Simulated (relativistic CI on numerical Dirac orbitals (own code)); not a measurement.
**d4 in a ligand field**

Computed with a parametric ligand-field model of a d^n configuration (Racah B and C, spin-orbit zeta, crystal field), exact diagonalisation.

Field parameters in Wybourne normalisation: Td as Oh with Dq negative (B⁴₀ = 21Dq, B⁴₄ = √(5/14) B⁴₀). The field is a parameter set, without covalency.

Problem. Ground term and bands for B = 750, C = 3300, ζ = 0 cm⁻¹, Td, 10Dq = -6820 cm⁻¹?

Solution. Ground term 5T2 with 2.00 electrons in the two orbitals of the cubic e set. Spin-allowed: 5E 6820 cm⁻¹ (1466 nm). Lowest spin-forbidden: 3T1 11416 cm⁻¹ (876 nm), 1A1 13385 cm⁻¹ (747 nm), 3T2 14119 cm⁻¹ (708 nm).

Problem. Ground term and bands for B = 750, C = 3300, ζ = 0 cm⁻¹, Td, 10Dq = -8850 cm⁻¹?

Solution. Ground term 5T2 with 2.00 electrons in the two orbitals of the cubic e set. Spin-allowed: 5E 8850 cm⁻¹ (1130 nm). Lowest spin-forbidden: 3T1 9576 cm⁻¹ (1044 nm), 1A1 9599 cm⁻¹ (1042 nm), 3T2 12795 cm⁻¹ (782 nm).

Problem. Ground term and bands for B = 750, C = 3300, ζ = 0 cm⁻¹, Td, 10Dq = -1420 cm⁻¹?

Solution. Ground term 5T2 with 2.00 electrons in the two orbitals of the cubic e set. Spin-allowed: 5E 1420 cm⁻¹. Lowest spin-forbidden: 3T1 15716 cm⁻¹ (636 nm), 3T2 16208 cm⁻¹ (617 nm), 3T1 16929 cm⁻¹ (591 nm).

Problem. Ground term and bands for B = 750, C = 3300, ζ = 0 cm⁻¹, Td, 10Dq = -10200 cm⁻¹?

Solution. Ground term 5T2 with 2.00 electrons in the two orbitals of the cubic e set. Spin-allowed: 5E 10200 cm⁻¹ (980 nm). Lowest spin-forbidden: 1A1 7052 cm⁻¹ (1418 nm), 3T1 8332 cm⁻¹ (1200 nm), 3T2 11824 cm⁻¹ (846 nm).

Problem. Ground term and bands for B = 750, C = 3300, ζ = 0 cm⁻¹, Td, 10Dq = -2780 cm⁻¹?

Solution. Ground term 5T2 with 2.00 electrons in the two orbitals of the cubic e set. Spin-allowed: 5E 2780 cm⁻¹. Lowest spin-forbidden: 3T1 14821 cm⁻¹ (675 nm), 3T2 15951 cm⁻¹ (627 nm), 3T1 17007 cm⁻¹ (588 nm).
